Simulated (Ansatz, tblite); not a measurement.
Cost and result up the ladder for [InFH3]- (InH₃F⁻) (5 atoms). The state is a singlet with charge -1. Geometry: B3LYP-D4/def2-TZVPD.

| atom | x (Å) | y (Å) | z (Å) |
| --- | --- | --- | --- |
| In1 | 0.042 | -0.061 | -0.123 |
| F2 | -0.560 | 0.822 | 1.650 |
| H3 | 1.783 | 0.289 | -0.233 |
| H4 | -0.933 | 0.739 | -1.378 |
| H5 | -0.332 | -1.789 | 0.085 |

Ansatz on 4 threads of Arm Neoverse V2 on a shared host; xTB runs through tblite on one thread. Times are rough, summed over both states, and most runs start from the orbitals of an earlier one. CCSD(T)/def2-TZVPPD serves as the yardstick here, not as an exact answer. The other state is a doublet.

In the def2 sets In takes a core potential; there is no spin–orbit coupling. The xTB rows come from tblite. Correlated methods freeze 5 core orbitals; core or outer-core shells of In are correlated, in sets that lack core-valence functions. HOMO above LUMO, or a gap near zero within one spin, warns that the state may not be the lowest or that an electron is smeared out.

Run but left out: PBE-D4/def2-TZVPD (neutral doublet: an occupied level 0.19 eV above an empty one).

Correlated methods converge slowly with the basis.

Raw xTB energies of ions are shifted by several eV.

| level | functions | wall time | vertical IE (eV) | difference from CCSD(T)/def2-TZVPPD (eV) | remarks |
| --- | --- | --- | --- | --- | --- |
| GFN2-xTB | 16 | 0.002 s | 9.17 | 4.20 | – |
| GFN1-xTB | 19 | 0.004 s | 9.06 | 4.08 | – |
| r2SCAN-D4/def2-TZVPD | 123 | 6.1 s | 4.51 | -0.47 | gap within one spin near zero (doublet) |
| CCSD(T)/def2-TZVPPD | 147 | 67 s | 4.98 | 0.00 | – |
